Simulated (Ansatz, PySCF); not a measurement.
Dimer: CH5N (SMILES CN) (first 7 atoms) with CH2F2 (SMILES FCF); geometry from B3LYP-D3(BJ)/def2-TZVP.
(charge 0, multiplicity 1):
```xyz
12

C     -0.282    -0.601    -0.167
N      0.259     0.615     0.447
H     -1.031    -1.033     0.498
H      0.518    -1.334    -0.277
H     -0.742    -0.452    -1.152
H     -0.470     1.309     0.566
H      0.968     1.032    -0.144
F     -1.039    -1.190     3.262
C      0.075    -0.469     3.605
F     -0.320     0.553     4.422
H      0.506    -0.051     2.694
H      0.742    -1.123     4.170
```

Counterpoise-corrected where a basis set is named; no monomer relaxation.

Cores are frozen in the correlated methods.

Programs: Ansatz (Gaussian basis) for Hartree–Fock, density functionals and correlated methods; PySCF for the dispersion terms. Values without a source in brackets are computed.

### Question
Estimate the interaction energy that r2SCAN-D3(BJ)/def2-TZVPPD returns for this input.

### Answer
-14 kJ/mol

Ansatz is a quantum-chemistry and plane-wave program.
